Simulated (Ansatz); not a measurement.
Reaction (formal exchange of groups at a Ge–C bond): `[NH2][GeH2][CH2]F` + `O[SiH2]CCl` → `[NH2][GeH2][SiH2]O` + `FCCCl`

Computed with Ansatz on PBE0-D4/def2-TZVP structures; ΔE is electronic, products minus reactants. CCSD(T)/CBS is the MP2 limit (def2-TZVPP, def2-QZVPP) plus CCSD(T) − MP2 in def2-TZVPP, frozen cores. This one scheme is used for every species. Functionals use def2-TZVPP. For Ge outer-core shells are correlated without core-valence functions, which leaves a few kJ/mol of doubt a bond. Scalar relativity is left out up to krypton. One conformer a species, not always the lowest.

CCSD(T)/CBS gives -12.9 kJ/mol.

Problem. Another level gave -22.3 kJ/mol. Which?
A. HF/def2-TZVPP
B. CCSD(T)/def2-TZVPP
C. SCS-MP2/def2-TZVPP
D. PBE0/def2-TZVPP

Solution. D. PBE0 -22.3, CCSD(T)/def2-TZVPP -12.5, SCS-MP2/def2-TZVPP -7.6, HF/def2-TZVPP -3.3 kJ/mol.

Largest T1 diagnostic among the species: 0.012.

In def2-TZVPP, CCSD(T) changes the Hartree–Fock value by −9.2 kJ/mol (the triples alone add −1.9 kJ/mol) and MP2 by −6.1 kJ/mol.
